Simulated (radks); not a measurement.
Task: The lithium anion Li-, [He] 2s2, held by a Watson sphere: a shell of charge +1 at radius R that stands for the Madelung well of a crystal (potential energy -1/R inside, -1/r outside, in hartree with lengths in bohr). Calculated with a radial shooting solver on a logarithmic mesh with Libxc functionals: non-relativistic Kohn-Sham, LDA (Slater exchange, Perdew-Wang correlation), spin-polarised, spherical densities, point nucleus. Response by self-consistent Sternheimer equations with the Hartree and adiabatic LDA kernel. The sphere does not respond.

R (bohr)  e(1s) (eV)  e(2s) (eV)  <r> 2s (bohr)  sum of <r^2> (bohr^2)  X-ray form factor at sin(theta)/lambda = 0.3 1/angstrom  alpha (bohr^3)
2.29         -51.706      -4.455          3.323                  26.95                                                    1.467           94.09
2.5          -51.179      -4.355          3.397                  28.07                                                    1.470           100.5
2.52         -51.136      -4.345          3.405                  28.18                                                    1.470           101.1
2.64         -50.905      -4.285          3.449                  28.86                                                    1.472           105.2
2.72         -50.771      -4.245          3.478                  29.32                                                    1.474           108.0
3.04         -50.356      -4.079          3.598                  31.25                                                    1.479           120.4
3.18         -50.222      -4.007          3.650                  32.13                                                    1.481           126.4

Estimate the row for R = 2.6 bohr.

Result: e(1s) (eV) -50.978; e(2s) (eV) -4.305; <r> 2s (bohr) 3.434; sum of <r^2> (bohr^2) 28.63; X-ray form factor at sin(theta)/lambda = 0.3 1/angstrom 1.471; alpha (bohr^3) 103.8.
